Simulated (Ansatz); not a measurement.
Correlation energies of CH5B2F, SMILES `CBBF` by basis set

```xyz
9

C    -0.899    0.324    0.860
B     0.302   -0.440    0.229
B     0.887   -0.190   -1.328
F     1.802    0.736   -1.608
H    -0.409    1.100    1.474
H    -1.560    0.848    0.168
H    -1.488   -0.269    1.563
H     0.853   -1.263    0.916
H     0.512   -0.845   -2.274
```

Charge 0, multiplicity 1. Geometry: relaxed with PBE0-D4/def2-TZVP. It is one conformer, not always the lowest. Frozen core, restricted reference, Ansatz. CBS rows extrapolate triple and quadruple zeta; past MP2 they add the triple-zeta difference.

```json
{"basis": "def2-SVP", "HF (Eh)": "-189.46432", "MP2 corr.": "-0.48895", "CCSD corr.": "-0.53334", "(T)": "-0.01217", "CCSD(T) total": "-190.00983"}
{"basis": "def2-TZVPP", "HF (Eh)": "-189.68893", "MP2 corr.": "-0.61904", "CCSD corr.": "-0.65734", "(T)": "-0.02134", "CCSD(T) total": "-190.36761"}
{"basis": "def2-QZVPP", "HF (Eh)": "-189.69775", "MP2 corr.": "-0.66710", "CCSD corr.": "–", "(T)": "–", "CCSD(T) total": "–"}
{"basis": "CBS(def2)", "HF (Eh)": "-189.69896", "MP2 corr.": "-0.70271", "CCSD corr.": "-0.74101", "(T)": "as TZ", "CCSD(T) total": "-190.46131"}
```
